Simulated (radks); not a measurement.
Results of a calculation; reference values are marked as such.
Neutral lithium inside a hard spherical wall (all orbitals vanish at R), configuration held at [He] 2s1 and not refilled when levels cross. Code: a radial shooting solver on a logarithmic mesh with Libxc functionals. Model: scalar-relativistic Kohn-Sham, LDA (Slater exchange, VWN5 correlation), spin-polarised, spherical densities, finite nucleus; open shells are filled with parallel spins first; Fermi nuclear charge, rms radius 2.444 fm. Eigenvalues in eV for spin up, with the zero of energy where the potential of the charges vanishes at infinity; a dash marks a level that is unbound or too diffuse for the functional's potential to be trusted. A positive occupied level is held by the wall or, in an anion where self-interaction has pushed it up, behind a barrier. The pressure on the wall is -dE/dV.

[
 {"R (bohr)": "free", "E (hartree)": "-7.34475", "kinetic (hartree)": "7.252", "e(1s)": "-51.024", "e(2s)": "-3.165", "e(2p, empty)": "-1.339", "e(3s, empty)": "-0.055", "pressure (GPa)": "0"},
 {"R (bohr)": "12", "E (hartree)": "-7.34454", "kinetic (hartree)": "7.254", "e(1s)": "-50.988", "e(2s)": "-3.144", "e(2p, empty)": "-1.284", "e(3s, empty)": "1.100", "pressure (GPa)": "0.00314"},
 {"R (bohr)": "10", "E (hartree)": "-7.34348", "kinetic (hartree)": "7.262", "e(1s)": "-50.868", "e(2s)": "-3.068", "e(2p, empty)": "-1.142", "e(3s, empty)": "2.271", "pressure (GPa)": "0.0261"},
 {"R (bohr)": "7", "E (hartree)": "-7.32839", "kinetic (hartree)": "7.330", "e(1s)": "-50.007", "e(2s)": "-2.348", "e(2p, empty)": "-0.125", "e(3s, empty)": "7.882", "pressure (GPa)": "0.651"},
 {"R (bohr)": "6", "E (hartree)": "-7.30706", "kinetic (hartree)": "7.402", "e(1s)": "-49.275", "e(2s)": "-1.516", "e(2p, empty)": "0.868", "e(3s, empty)": "12.696", "pressure (GPa)": "2.06"},
 {"R (bohr)": "2", "E (hartree)": "-5.10628", "kinetic (hartree)": "11.756", "e(1s)": "-33.431", "e(2s)": "62.905", "e(2p, empty)": "45.640", "e(3s, empty)": "218.50", "pressure (GPa)": "1980"},
 {"R (bohr)": "1.5", "E (hartree)": "-2.14362", "kinetic (hartree)": "16.810", "e(1s)": "-19.450", "e(2s)": "140.32", "e(2p, empty)": "90.341", "e(3s, empty)": "421.97", "pressure (GPa)": "10300"}
]
